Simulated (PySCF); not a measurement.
C₂H₃Cl₂Ga (SMILES C=[CH][Ga]([Cl])[Cl]), singlet, at a GFN2-xTB geometry (such geometries of metal compounds can be far from the true shape); DF-PBE/pcseg-0 (PySCF).

The PySCF input:
```python
from pyscf import gto, scf, dft

mol = gto.Mole()
mol.atom = '''
    Ga   -0.03774659   -0.10467273    0.04952231
    Cl   -0.53437528   -1.12540139    1.81455023
    Cl    0.57078190    1.89644321    0.23092588
    C    -0.13235171   -0.99024645   -1.77323250
    C     0.18961438   -0.31112588   -2.86321791
    H    -0.45199407   -2.02737021   -1.82477109
    H     0.15132181   -0.74984954   -3.85177266
    H     0.50832805    0.72259723   -2.81303925
'''
mol.basis = 'pcseg-0'
mol.verbose = 4
mol.max_memory = 1800
mol.build()

mf = dft.RKS(mol)
mf.xc = 'pbe'
mf = mf.density_fit(auxbasis='def2-universal-jkfit')
mf.kernel()
```

### Question
Write the output that PySCF gives for this input, abridged.

### Answer

```
PySCF version 2.14.0

[INPUT] verbose = 4
[INPUT] num. atoms = 8
[INPUT] num. electrons = 80
[INPUT] charge = 0
[INPUT] spin (= nelec alpha-beta = 2S) = 0
[INPUT] symmetry False subgroup None
[INPUT] Mole.unit = angstrom
[INPUT] Symbol           X                Y                Z      unit          X                Y                Z       unit  Magmom
[INPUT]  1 Ga    -0.037746590000  -0.104672730000   0.049522310000 AA   -0.071330717236  -0.197802792411   0.093583602956 Bohr   0.0
[INPUT]  2 Cl    -0.534375280000  -1.125401390000   1.814550230000 AA   -1.009822926938  -2.126700407305   3.429002973967 Bohr   0.0
[INPUT]  3 Cl     0.570781900000   1.896443210000   0.230925880000 AA    1.078621467859   3.583758277691   0.436386668274 Bohr   0.0
[INPUT]  4 C     -0.132351710000  -0.990246450000  -1.773232500000 AA   -0.250108484018  -1.871294586323  -3.350923780178 Bohr   0.0
[INPUT]  5 C      0.189614380000  -0.311125880000  -2.863217910000 AA    0.358319247479  -0.587942703464  -5.410697684850 Bohr   0.0
[INPUT]  6 H     -0.451994070000  -2.027370210000  -1.824771090000 AA   -0.854145002227  -3.831174450002  -3.448317600124 Bohr   0.0
[INPUT]  7 H      0.151321810000  -0.749849540000  -3.851772660000 AA    0.285956777573  -1.417010265231  -7.278795421487 Bohr   0.0
[INPUT]  8 H      0.508328050000   0.722597230000  -2.813039250000 AA    0.960600795934   1.365510863069  -5.315873760152 Bohr   0.0

nuclear repulsion = 502.146072655266
number of shells = 14
number of NR pGTOs = 148
number of NR cGTOs = 72
basis = pcseg-0
ecp = {}

******** <class 'pyscf.df.df_jk.DFRKS'> ********
method = DFRKS
initial guess = minao
damping factor = 0
level_shift factor = 0
DIIS = <class 'pyscf.scf.diis.CDIIS'>
diis_start_cycle = 1
diis_space = 8
diis_damp = 0
SCF conv_tol = 1e-09
SCF conv_tol_grad = None
SCF max_cycles = 50
direct_scf = False
XC library pyscf.dft.libxc version 7.1.2
    S. Lehtola, C. Steigemann, M. J. T. Oliveira, and M. A. L. Marques,  SoftwareX 7, 1–5 (2018)
XC functionals = pbe
    J. P. Perdew, K. Burke, and M. Ernzerhof,  Phys. Rev. Lett. 77, 3865 (1996)
    J. P. Perdew, K. Burke, and M. Ernzerhof,  Phys. Rev. Lett. 78, 1396 (1997)
    J. P. Perdew, K. Burke, and M. Ernzerhof,  Phys. Rev. Lett. 77, 3865 (1996)
    J. P. Perdew, K. Burke, and M. Ernzerhof,  Phys. Rev. Lett. 78, 1396 (1997)
radial grids:
    Treutler-Ahlrichs [JCP 102, 346 (1995); DOI:10.1063/1.469408] (M4) radial grids

becke partition: Becke, JCP 88, 2547 (1988); DOI:10.1063/1.454033
pruning grids: <function nwchem_prune>
grids dens level: 3
symmetrized grids: False
atomic radii adjust function: <function treutler_atomic_radii_adjust>
small_rho_cutoff = 0
Set gradient conv threshold to 3.16228e-05
Initial guess from minao.
tot grids = 116328
init E= -2918.18665184304
  HOMO = -0.323667139938376  LUMO = -0.120385053661192  gap/eV = 5.53159
cycle= 1 E= -2918.84883671041  delta_E= -0.662  |g|= 0.48  |ddm|= 3.17
  HOMO = -0.233549071559725  LUMO = -0.103562492365619  gap/eV = 3.53711
cycle= 2 E= -2918.74977143963  delta_E= 0.0991  |g|= 0.752  |ddm|=  2.1
  HOMO = -0.273174525981294  LUMO = -0.0940526476104029  gap/eV = 4.87415
cycle= 3 E= -2918.92729204907  delta_E= -0.178  |g|= 0.0532  |ddm|= 1.24
  HOMO = -0.277736814328463  LUMO = -0.0955615980593461  gap/eV = 4.95724
cycle= 4 E= -2918.92663659103  delta_E= 0.000655  |g|= 0.0729  |ddm|= 0.132
  HOMO = -0.276524915841897  LUMO = -0.0959266868536264  gap/eV = 4.91433
cycle= 5 E= -2918.92814531303  delta_E= -0.00151  |g|= 0.00314  |ddm|= 0.0701
  HOMO = -0.276251344999017  LUMO = -0.0955852850990651  gap/eV = 4.91617
cycle= 6 E= -2918.92814983248  delta_E= -4.52e-06  |g|= 0.000647  |ddm|= 0.00795
  HOMO = -0.276284616557932  LUMO = -0.095631203632923  gap/eV = 4.91583
cycle= 7 E= -2918.92814992458  delta_E= -9.21e-08  |g|= 0.000293  |ddm|= 0.0014
  HOMO = -0.276296414530335  LUMO = -0.0956330152407092  gap/eV = 4.91610
cycle= 8 E= -2918.92814995144  delta_E= -2.69e-08  |g|= 5.43e-05  |ddm|= 0.000569
  HOMO = -0.276293119414246  LUMO = -0.0956304883586778  gap/eV = 4.91608
cycle= 9 E= -2918.92814995238  delta_E= -9.36e-10  |g|= 6.1e-06  |ddm|= 0.000113
  HOMO = -0.276293940093547  LUMO = -0.0956307347777021  gap/eV = 4.91610
Extra cycle  E= -2918.92814995237  delta_E= 4.55e-12  |g|= 8.05e-06  |ddm|= 2.35e-05
converged SCF energy = -2918.92814995237
```
